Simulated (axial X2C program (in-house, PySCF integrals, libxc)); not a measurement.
## Correcting the dissociation energy of SnSe for spin–orbit coupling

A spin-free PBE0 curve (one-electron X2C) was computed with an axial X2C code built on PySCF integrals, basis Sn dyall-cv3z [11s12p9d4f1g], Se dyall-cv3z [8s9p6d4f1g] (cores contracted in-house), for the state M_S = 0, Λ = 0 (closed shell). It gives D0 = 4.539 eV to Sn + Se, which in a spin-free picture are the weighted means of the ground terms.

Measured levels of the ground terms (NIST Handbook of Basic Atomic Spectroscopic Data), in cm⁻¹: Sn 3P: J = 0 at 0, J = 1 at 1691.8, J = 2 at 3427.7; Se 3P: J = 2 at 0, J = 1 at 1989.5, J = 0 at 2534.4.

The molecular state has Λ = 0, so it has no first-order lowering.

How far does each ground level lie under the (2J+1)-weighted mean of its term?

Sn: (1 × 0 + 3 × 1691.8 + 5 × 3427.7)/9 = 2468 cm⁻¹; Se: (5 × 0 + 3 × 1989.5 + 1 × 2534.4)/9 = 945 cm⁻¹.

Correct D0.

D0 = 4.539 + (0 − 3413)/8065.5 = 4.116 eV at PBE0 with these spin–orbit terms.

Second-order spin–orbit effects in the molecule, which grow quickly with Z, are left out. The state is one determinant whose occupation by symmetry is held fixed; it was picked as the lowest of a PBE0 search that is not exhaustive. De is counted from the lowest determinant-based energies of the atoms at the same level, without counterpoise correction.
